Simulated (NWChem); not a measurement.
System: CH$_{2}$ClFO$_{2}$Si; SMILES F[Si]1(Cl)OCO1

```xyz
8

F      1.8574    -0.2617     0.0000
Si     0.2866    -0.0103     0.0000
Cl    -0.5923    -1.8447     0.0000
O     -0.2659     1.0938    -1.1154
C     -0.6774     1.9201     0.0000
O     -0.2659     1.0938     1.1154
H     -0.1358     2.8697     0.0000
H     -1.7613     2.0606     0.0000
```
Atoms are numbered in this order, from 1.

Results from NWChem. Pople sets run with spherical d functions. Coordinates come from a B3LYP/6-31G* (spherical d) optimisation. Level: B3LYP/6-31G* with SMD (1 M gas to 1 M solution), gas-phase geometry. Reactions with the solvent are ignored.

For solvent water:

```
Item                                         Value
-------------------------------------------  -----
cavity-dispersion-structure term (kcal/mol)    2.3
dipole in solution (D)                        1.85
```

Problem. How do the values read with solvent toluene instead?

Solution. The cavity-dispersion-structure term (kcal/mol) comes out as -1.6 and the dipole in solution (D) is 1.66.
